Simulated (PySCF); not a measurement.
Cl3In (SMILES [Cl][In]([Cl])[Cl]), singlet, geometry from GFN2-xTB (such geometries of metal compounds can be far from the true shape) (all electrons, no relativity).

PySCF was given this input:
```python
from pyscf import gto, scf, dft

mol = gto.Mole()
mol.atom = '''
    In   -0.000000   -0.000000    0.000000
    Cl    2.244496   -0.203900   -0.440003
    Cl   -0.903256   -1.011513    1.853081
    Cl   -1.341240    1.215412   -1.413078
'''
mol.basis = 'sto-3g'
mol.charge = 0
mol.spin = 0
mol.verbose = 4
mol.build()

mf = dft.RKS(mol)
mf.xc = 'r2scan'
mf.grids.atom_grid = (99, 590)
mf.grids.prune = None
mf.kernel()
```

### Question
Predict the HOMO-LUMO gap from PySCF with R2SCAN/STO-3G.

### Answer
5.74 eV

### Question
What is the computed Mulliken (on the basis functions themselves) charges in atom order (R2SCAN/STO-3G)?

### Answer
In1 1.07, Cl2 -0.36, Cl3 -0.36, Cl4 -0.36

### Question
Estimate the nuclear repulsion energy that R2SCAN/STO-3G returns for this input.

### Answer
691.2461 Eh

### Question
What number of basis functions does R2SCAN/STO-3G give?

### Answer
54

### Question
Estimate the total energy that R2SCAN/STO-3G returns for this input.

### Answer
-14101.662652 Ry

### Question
What is the computed HOMO energy (R2SCAN/STO-3G)?

### Answer
-5.69 eV
